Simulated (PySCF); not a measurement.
Species: C4H6N2S.
Z-matrix (Å and degrees, GFN2-xTB geometry), rows numbered from 1:
```
N 
C   1  1.4557
C   2  1.4966  1  109.64
C   3  1.4158  2  124.35  1   -46.04
N   4  1.3033  3  116.27  2   179.55
S   5  1.6318  4  111.04  3     0.05
C   3  1.3666  2  126.54  1   133.14
H   1  1.0136  2  110.49  3   178.74
H   1  1.0146  2  110.42  3   -61.77
H   2  1.0965  1  107.28  3  -118.33
H   2  1.1042  1  113.92  3   122.41
H   4  1.0752  3  124.41  2    -0.07
H   7  1.0712  3  129.16  2     0.67
```

Computed at PBE0/pcSseg-1 (PySCF, non-relativistic), with Q(14N) = 0.02044 b, Q(33S) = −0.0678 b: N1, 14N (I = 1): χzz = -5.615 MHz, η = 0.164; N5, 14N (I = 1): χzz = -4.738 MHz, η = 0.300; S6, 33S (I = 3/2): χzz = -35.18 MHz, η = 0.507.

Problem. Where would the pure quadrupole (NQR) lines of 14N at N1 fall for the rigid, isolated species?

Solution. From ν± = (3/4)|χ|(1 ± η/3) and ν0 = |χ|η/2: ν+ 4.442 MHz, ν− 3.980 MHz, ν0 0.462 MHz (primary amine nitrogen).

Problem. Where would the pure quadrupole (NQR) lines of 14N at N5 fall for the rigid, isolated species?

Solution. From ν± = (3/4)|χ|(1 ± η/3) and ν0 = |χ|η/2: ν+ 3.908 MHz, ν− 3.198 MHz, ν0 0.710 MHz (pyridine-type nitrogen).

Problem. Find the zero-field quadrupole resonance frequencies of 33S at S6.

Solution. From ν = (|χ|/2)√(1 + η²/3): ν = 18.33 MHz (ring sulfur).

In a crystal, neighbours and librations shift these lines. GFN2-xTB bond lengths can be off by several hundredths of an ångström, more for odd bonds, and the gradients follow them. With a basis this small, the couplings can be 20 % off.

One conformer stands for the species.
